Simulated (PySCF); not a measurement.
# Two-component Hartree-Fock for C (carbon, neutral)

Start: [He] 2s2 2p2; 2p1/2 filled at m_j = -1/2, +1/2. Calculated with PySCF 2.14 in x2c-TZVPall-2c with one added diffuse shell each of s, p, d type (6s4p3d1f, 40 functions): generalised Hartree-Fock with the X2C-1e Hamiltonian and a Gaussian nucleus; one run each with spin-orbit coupling (SO) switched off, then screened by Boettger's factors.

| spinor shell | electrons | ε, spin-free (eV) | ε, screened SO (eV) | weight of nominal j (screened SO) | rms radius, screened SO (bohr) |
| --- | --- | --- | --- | --- | --- |
| 1s1/2 | 2 | -308.24 | -308.24 | 1.000 | 0.312 |
| 2s1/2 | 2 | -19.201 | -19.200 | 1.000 | 1.76 |
| 2p1/2 | 2 | -11.872 | -11.873 | 0.501 | 1.92 |

| quantity | spin-free | screened SO |
| --- | --- | --- |
| E (hartree) | -37.70474 | -37.70483 |
| M_J | 0 | 0 |
| ⟨J²⟩ | 2.010 | 2.005 |
| ⟨L²⟩ | 2.005 | 2.005 |
| ⟨S²⟩ | 2.006 | 2.006 |

The determinant has a definite M_J but mixes levels of different J.

Each row is a mean over spinors that exchange with the open shell spreads, by up to 6.671 eV (2s1/2).

Rows whose weight is well below 1 are mixtures of j = l ± 1/2: exchange outweighs spin-orbit coupling there, and the label is only the starting occupation.

Without spin-orbit coupling the j labels of p, d and f shells carry no meaning; the spin-free column gives the mean over the occupied spinors of each nl shell.
